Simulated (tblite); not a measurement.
Compound: C4H7F3S2Si.
Numbering: `[CH3:1][S:2][SiH2:3][S:4]/[CH:5]=[CH:6]\[C:7]([F:8])([F:9])[F:10]` (hydrogens: H11, H12, H13 on C1; H14, H15 on Si3; H16 on C5; H17 on C6)

The geometry is computed with GFN2-xTB (gas phase).

Task: List the bond lengths, angles and torsions at this level.

Result: 
```
                  bond  length (pm)   order
                 C1–S2        181.7  single
                S2–Si3        213.5  single
                Si3–S4        215.9  single
                 S4–C5        174.0  single
                 C5=C6        133.2  double
                 C6–C7        149.3  single
  C7–F8, C7–F9, C7–F10        134.5  single
C1–H11, C1–H12, C1–H13        108.5  single
      Si3–H14, Si3–H15        145.6  single
                C5–H16        107.9  single
                C6–H17        107.7  single
```

Bonds in one row agree within 1 pm and their mean is given. Orders are formal, as drawn. A selection of angles:
```
    angle  degrees
C1–S2–Si3     98.7
S2–Si3–S4    109.9
Si3–S4–C5    103.7
 S4–C5–C6    124.3
 C5–C6–C7    123.7
 C6–C7–F8    113.4
C6–C7–F10    111.2
 F8–C7–F9    106.1
```

Torsions: C1–S2–Si3–S4 -177° (antiperiplanar); S2–Si3–S4–C5 -22° (synperiplanar); Si3–S4–C5–C6 -177° (antiperiplanar); S4–C5–C6–C7 0° (synperiplanar); C5–C6–C7–F8 59° (synclinal). The mirror-image conformer, all signs reversed, is as good.

Of the pairs four or more bonds apart, S2···H16 is among the closest relative to their van der Waals radii: 2.61 Å, 87 % of the sum of Bondi's values. Si3 (SiH2 silicon) is distorted tetrahedral (angles from 105.2° to 113.2°). The 2 C–C bonds span 1.332 Å (C5=C6, drawn double) to 1.493 Å (C6–C7, drawn single), a spread of 0.161 Å. The C–S distances run from 1.740 Å (S4–C5, drawn single) to 1.817 Å (C1–S2, drawn single), a spread of 0.077 Å. All 3 C–F bonds measure 1.343 to 1.346 Å. The 2 S–Si bonds span 2.135 Å (S2–Si3, drawn single) to 2.159 Å (Si3–S4, drawn single), a spread of 0.024 Å.

Point group: C1 (no symmetry element, even within 0.4 Å). Its GFN2-xTB frequencies are all real (lowest 21 cm⁻¹). One conformer, not necessarily the lowest.
